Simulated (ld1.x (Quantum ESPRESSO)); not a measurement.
Logarithmic derivatives: Co (Z = 27), ultrasoft

```json
{"Element": "Co", "Generator": "ld1.x (Quantum ESPRESSO) 7.5", "Type": "ultrasoft", "Functional": "LDA (PZ)", "Relativity": "scalar-relativistic", "Frozen core": "[Ar]", "Valence charge": "9", "Reference configuration": "3d7 4s1.5 4p0 (charge +0.5)", "Partial waves": "4s (bound): rcut 1.75, rcutus 2.15 bohr; 4s channel at -0.05 Ry: rcut 1.75, rcutus 2.15 bohr; 4p (bound, empty): rcut 2.95, rcutus 3.30 bohr; 4p channel at 2.2 Ry: rcut 2.95, rcutus 3.30 bohr; 3d (bound): rcut 0.75, rcutus 1.05 bohr; 3d channel at 0.75 Ry: rcut 0.75, rcutus 1.05 bohr; 4f channel at -0.2 Ry: rcut 2.05, rcutus 2.80 bohr; 4f channel at 1.75 Ry: rcut 2.05, rcutus 2.80 bohr", "Local potential": "all-electron potential smoothed inside 1.30 bohr (lloc = -1)", "Core correction": "a·sin(br)/r model core, default radius (core density twice the valence density)", "Augmentation charge": "PSQ, radius 0.75 bohr"}
```

The phase is arctan(r·u′/u) with u = r·R(r), unwrapped; energies in Ry, scanned from -3 to 5 Ry. A pole is an energy at which the radial function vanishes at the test radius. The pseudo phase is shifted by a multiple of π to meet the all-electron one at the reference energy, and phase errors are pseudo minus all-electron; the curves can meet again beyond the range given. Levels narrower than the energy grid can be missing from the lists of poles.

```json
{"channel": "s", "radius (bohr)": "3.62", "reference energy (Ry)": "-0.68", "poles, all-electron": "-0.30, 3.34", "poles, pseudo": "-0.30, 3.32", "unbroken range about the reference energy with phases within 0.05 rad": "the whole range", "phase error 1 Ry above the reference energy (rad)": "-0.000"}
{"channel": "p", "radius (bohr)": "3.62", "reference energy (Ry)": "-0.32", "poles, all-electron": "0.36, 4.07", "poles, pseudo": "0.35, 3.54, 4.96", "unbroken range about the reference energy with phases within 0.05 rad": "below 3.5", "phase error 1 Ry above the reference energy (rad)": "-0.003"}
{"channel": "d", "radius (bohr)": "3.62", "reference energy (Ry)": "-0.93", "poles, all-electron": "-0.92, 1.56", "poles, pseudo": "-0.92, 1.56", "unbroken range about the reference energy with phases within 0.05 rad": "the whole range", "phase error 1 Ry above the reference energy (rad)": "+0.000"}
{"channel": "f", "radius (bohr)": "3.62", "reference energy (Ry)": "-0.20", "poles, all-electron": "2.33", "poles, pseudo": "2.33", "unbroken range about the reference energy with phases within 0.05 rad": "below 3.6", "phase error 1 Ry above the reference energy (rad)": "-0.000"}
```

Note: ghost state, extra bound levels that the all-electron valence spectrum of the same l lacks: s at -40.8 eV (f not tested). A true bound ghost makes a file unfit for plane-wave use. Its overlap operator is not positive definite in a basis up to 400 Ry (lowest eigenvalue f -1.65), so the file is unfit for use: the generalised eigenproblem breaks down once the basis is large enough, and its test numbers describe a broken file.

Phases in the s channel:

```json
{"E (Ry)": "-3.00", "all-electron": "1.388", "pseudo": "1.388"}
{"E (Ry)": "-2.76", "all-electron": "1.377", "pseudo": "1.377"}
{"E (Ry)": "-2.52", "all-electron": "1.364", "pseudo": "1.364"}
{"E (Ry)": "-2.28", "all-electron": "1.347", "pseudo": "1.347"}
{"E (Ry)": "-2.04", "all-electron": "1.325", "pseudo": "1.325"}
{"E (Ry)": "-1.80", "all-electron": "1.295", "pseudo": "1.295"}
{"E (Ry)": "-1.56", "all-electron": "1.249", "pseudo": "1.249"}
{"E (Ry)": "-1.32", "all-electron": "1.166", "pseudo": "1.166"}
{"E (Ry)": "-1.08", "all-electron": "0.963", "pseudo": "0.963"}
{"E (Ry)": "-0.84", "all-electron": "0.018", "pseudo": "0.018"}
{"E (Ry)": "-0.60", "all-electron": "-1.261", "pseudo": "-1.261"}
{"E (Ry)": "-0.36", "all-electron": "-1.535", "pseudo": "-1.535"}
{"E (Ry)": "-0.12", "all-electron": "-1.647", "pseudo": "-1.647"}
{"E (Ry)": "0.12", "all-electron": "-1.726", "pseudo": "-1.726"}
{"E (Ry)": "0.36", "all-electron": "-1.802", "pseudo": "-1.802"}
{"E (Ry)": "0.60", "all-electron": "-1.900", "pseudo": "-1.900"}
{"E (Ry)": "0.84", "all-electron": "-2.065", "pseudo": "-2.065"}
{"E (Ry)": "1.08", "all-electron": "-2.434", "pseudo": "-2.435"}
{"E (Ry)": "1.32", "all-electron": "-3.317", "pseudo": "-3.320"}
{"E (Ry)": "1.56", "all-electron": "-4.064", "pseudo": "-4.066"}
{"E (Ry)": "1.80", "all-electron": "-4.353", "pseudo": "-4.354"}
{"E (Ry)": "2.04", "all-electron": "-4.486", "pseudo": "-4.487"}
{"E (Ry)": "2.28", "all-electron": "-4.562", "pseudo": "-4.563"}
{"E (Ry)": "2.52", "all-electron": "-4.612", "pseudo": "-4.613"}
{"E (Ry)": "2.76", "all-electron": "-4.649", "pseudo": "-4.650"}
{"E (Ry)": "3.00", "all-electron": "-4.679", "pseudo": "-4.680"}
{"E (Ry)": "3.24", "all-electron": "-4.703", "pseudo": "-4.705"}
{"E (Ry)": "3.48", "all-electron": "-4.725", "pseudo": "-4.727"}
{"E (Ry)": "3.72", "all-electron": "-4.746", "pseudo": "-4.748"}
{"E (Ry)": "3.96", "all-electron": "-4.767", "pseudo": "-4.770"}
{"E (Ry)": "4.20", "all-electron": "-4.790", "pseudo": "-4.794"}
{"E (Ry)": "4.44", "all-electron": "-4.815", "pseudo": "-4.821"}
{"E (Ry)": "4.68", "all-electron": "-4.846", "pseudo": "-4.855"}
{"E (Ry)": "4.92", "all-electron": "-4.887", "pseudo": "-4.902"}
```
